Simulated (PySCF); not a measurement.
Species: TMS, C4H12Si.
SMILES with atom numbers: `[CH3:1][Si:2]([CH3:3])([CH3:4])[CH3:5]` (hydrogens: H6, H7, H8 on C1; H9, H10, H11 on C3; H12, H13, H14 on C4; H15, H16, H17 on C5)

Structure optimised with GFN2-xTB, isolated species.

What internal coordinates does the optimisation give?

```json
{"bond": "C1–Si2 and 3 like bonds", "length (bohr)": "3.608"}
{"bond": "C1–H6 and 11 like bonds", "length (bohr)": "2.052"}
```

Bonds in one row agree within 0.02 bohr and their mean is given. A selection of angles:
```json
{"angle": "Si2–C1–H6", "degrees": "111.4"}
{"angle": "H6–C1–H7", "degrees": "107.5"}
{"angle": "C1–Si2–C3", "degrees": "109.5"}
```

Si2 (four-coordinate silicon) is tetrahedral (angles from 109.4° to 109.6°). All 4 C–Si bonds measure 1.909 Å.

Point group: Td (every atom within 0.08 Å of its image). Stationary, but not proved a minimum.

These are computed values.
